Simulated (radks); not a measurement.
Task: Valence configurations of Ce I (all share [Xe]). Calculated with a radial shooting solver on a logarithmic mesh with Libxc functionals: scalar-relativistic Kohn-Sham, r2SCAN, spin-polarised, spherical densities, finite nucleus; open shells are filled with parallel spins first (spin-orbit coupling, left out, can overturn this in heavy ions); meta-GGA in the generalised Kohn-Sham scheme; Fermi nuclear charge, rms radius 4.8771 fm. Order these by energy: 4f1 5d1 6s2; 5d1 6s2 6p1; 4f2 6s2; 4f1 5d1 6s1 6p1; 4f1 6s2 6p1; 5d2 6s2; 4f0.5 5d1 6s2 6p0.5.

Result: From the lowest, in eV above it: 4f2 6s2 0.000; 4f1 5d1 6s2 0.338; 4f1 5d1 6s1 6p1 1.723; 4f1 6s2 6p1 2.643; 4f0.5 5d1 6s2 6p0.5 3.336; 5d2 6s2 4.605; 5d1 6s2 6p1 8.269. NIST lists [Xe] 4f1 5d1 6s2 as the ground configuration; this level of theory puts 4f2 6s2 lower, by 0.338 eV. The energies are those of spherical high-spin densities, not of single terms. No valid solution was reached for [Xe] 4f2 5d1 6s1; [Xe] 4f2 5d2; [Xe] 4f2 5d1.5 6p0.5.
